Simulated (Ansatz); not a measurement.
Reaction (atomization): `C[O][Al]([CH3])[Cl]` → Al• + 2 C• + Cl• + 6 H• + O•

Computed with Ansatz on PBE0-D4/def2-TZVP structures; ΔE is electronic, products minus reactants. CCSD(T)/CBS adds triple-zeta CCSD(T) − MP2 to the extrapolated MP2 energy (def2 sets, frozen cores). This one scheme is used for every species, atoms too. For atomizations the MP2-based limit and the directly extrapolated one differ by several kJ/mol either way, and by 10 to 25 for some Ge, Se and Sn compounds, so smaller differences from it don't rank the levels. Functionals use def2-TZVPP. B3LYP here is the variant with VWN-RPA as its local correlation; programs differ in this. No spin–orbit coupling; open shells (•) take unrestricted orbitals. Spin–orbit coupling would lower the free atoms: a little for Al, C, Cl, O. One conformer a species, not always the lowest.

CCSD(T)/CBS gives +4135.6 kJ/mol.

Another level gave +4082.2 kJ/mol. Which?
A. B3LYP/def2-TZVPP
B. CCSD(T)/def2-TZVPP
C. r2SCANh/def2-TZVPP
D. PBE/def2-TZVPP

A. B3LYP 4082.2, CCSD(T)/def2-TZVPP 4032.2, r2SCANh 4118.2, PBE 4156.4 kJ/mol.

Largest T1 diagnostic among the species: 0.018.

From PBE to PBE0 (25 % exact exchange), in def2-TZVPP and without D4, ΔE moves by −53.5 kJ/mol: exact exchange takes away binding that semilocal exchange gives to molecules. Leaving LDA and LC-ωPBE aside and taking each functional with its dispersion term where it has one, the values, not all of them listed here, spread over 159.6 kJ/mol, from BHLYP-D4 to PBE-D4. LDA lies +504.6 kJ/mol from PBE without D4, its usual overbinding. The D4 term adds +32.7 kJ/mol with B3LYP and +17.4 kJ/mol with PBE0; it sums over pairs of atoms, weighted by their polarisabilities, and B3LYP, whose exchange is more repulsive, gets the larger term.
